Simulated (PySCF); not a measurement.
Species: C7H5FO2.
Atom-mapped SMILES: `[CH:1]#[C:2][C:3]1=[CH:4][O:5][C:6]([CH2:7][F:8])=[CH:9][O:10]1` (hydrogens: H11 on C1; H12 on C4; H13, H14 on C7; H15 on C9)

The same species was optimised twice, with GFN2-xTB and with PBE0-D3(BJ)/def2-SVP (PySCF), and the same property calculations (PySCF, gas phase) were run on both structures.

```json
{"coordinate": "C4–O5 (Å)", "GFN2-xTB": "1.381", "PBE0-D3(BJ)/def2-SVP": "1.362", "change": "-0.019"}
{"coordinate": "O5–C6 (Å)", "GFN2-xTB": "1.399", "PBE0-D3(BJ)/def2-SVP": "1.381", "change": "-0.018"}
{"coordinate": "C3–O10 (Å)", "GFN2-xTB": "1.397", "PBE0-D3(BJ)/def2-SVP": "1.381", "change": "-0.016"}
{"coordinate": "C1≡C2 (Å)", "GFN2-xTB": "1.201", "PBE0-D3(BJ)/def2-SVP": "1.213", "change": "+0.012"}
{"coordinate": "C3=C4 (Å)", "GFN2-xTB": "1.333", "PBE0-D3(BJ)/def2-SVP": "1.345", "change": "+0.012"}
{"coordinate": "C2–C3 (Å)", "GFN2-xTB": "1.411", "PBE0-D3(BJ)/def2-SVP": "1.419", "change": "+0.008"}
{"coordinate": "C9–O10 (Å)", "GFN2-xTB": "1.377", "PBE0-D3(BJ)/def2-SVP": "1.370", "change": "-0.007"}
{"coordinate": "C6–C7 (Å)", "GFN2-xTB": "1.497", "PBE0-D3(BJ)/def2-SVP": "1.490", "change": "-0.007"}
{"coordinate": "C6=C9 (Å)", "GFN2-xTB": "1.324", "PBE0-D3(BJ)/def2-SVP": "1.331", "change": "+0.007"}
{"coordinate": "C7–F8 (Å)", "GFN2-xTB": "1.366", "PBE0-D3(BJ)/def2-SVP": "1.364", "change": "-0.002"}
{"coordinate": "C1–C2–C3 (°)", "GFN2-xTB": "177.3", "PBE0-D3(BJ)/def2-SVP": "179.8", "change": "+2.5"}
{"coordinate": "C4–O5–C6 (°)", "GFN2-xTB": "112.2", "PBE0-D3(BJ)/def2-SVP": "113.3", "change": "+1.1"}
{"coordinate": "C6–C9–O10 (°)", "GFN2-xTB": "124.6", "PBE0-D3(BJ)/def2-SVP": "123.8", "change": "-0.8"}
{"coordinate": "C3–O10–C9 (°)", "GFN2-xTB": "112.5", "PBE0-D3(BJ)/def2-SVP": "113.3", "change": "+0.8"}
{"coordinate": "C3–C4–O5 (°)", "GFN2-xTB": "124.5", "PBE0-D3(BJ)/def2-SVP": "123.8", "change": "-0.7"}
{"coordinate": "C2–C3–O10 (°)", "GFN2-xTB": "114.6", "PBE0-D3(BJ)/def2-SVP": "115.1", "change": "+0.5"}
{"coordinate": "C6–C7–F8 (°)", "GFN2-xTB": "111.2", "PBE0-D3(BJ)/def2-SVP": "110.7", "change": "-0.5"}
{"coordinate": "C4–C3–O10 (°)", "GFN2-xTB": "122.9", "PBE0-D3(BJ)/def2-SVP": "122.4", "change": "-0.5"}
{"coordinate": "O5–C6–C7–F8 (°)", "GFN2-xTB": "180", "PBE0-D3(BJ)/def2-SVP": "179", "change": "-1"}
```

Rotational constants: A = 4592, B = 705.6, C = 614.0 MHz (GFN2-xTB) against A = 4625, B = 707.3, C = 616.7 MHz (PBE0-D3(BJ)/def2-SVP). Atoms that the bonding makes alike are paired by their places after alignment.

On the GFN2-xTB structure: lowest singlet, TDDFT (eV) 3.92 [CAM-B3LYP/def2-SVPD]; isotropic polarisability (au) 87.8 [CAM-B3LYP/def2-SVPD]; HOMO (eV) -7.23 [CAM-B3LYP/def2-SVPD]; LUMO (eV) -0.01 [CAM-B3LYP/def2-SVPD]; dipole (D) 1.70 [CAM-B3LYP/def2-SVPD].

Problem. What do these properties become on the PBE0-D3(BJ)/def2-SVP structure?

Solution. 
```tsv
property	level	on GFN2-xTB	on PBE0-D3(BJ)/def2-SVP	change
lowest singlet, TDDFT (eV)	CAM-B3LYP/def2-SVPD	3.92	3.76	-0.16
isotropic polarisability (au)	CAM-B3LYP/def2-SVPD	87.8	88.7	+0.9
HOMO (eV)	CAM-B3LYP/def2-SVPD	-7.23	-7.11	+0.12
LUMO (eV)	CAM-B3LYP/def2-SVPD	-0.01	-0.05	-0.04
dipole (D)	CAM-B3LYP/def2-SVPD	1.70	1.73	+0.03
energy, GFN2-xTB geometry as zero (kcal/mol)	CAM-B3LYP/def2-SVPD	0.0	-0.8	-0.8
```

The heavy atoms differ by 0.058 Å rms after alignment. Among bonds between heavy atoms C4–O5 and O5–C6 change most and about equally (-0.019 to -0.018 Å). Changes are differences of the printed values. Neither structure is proved a minimum here.

Conformer computed: `[CH:1]#[C:2][C:3]1=[CH:4][O:5][C:6]([CH2:7][F:8])=[CH:9][O:10]1`: O5–C6–C7–F8 179°.
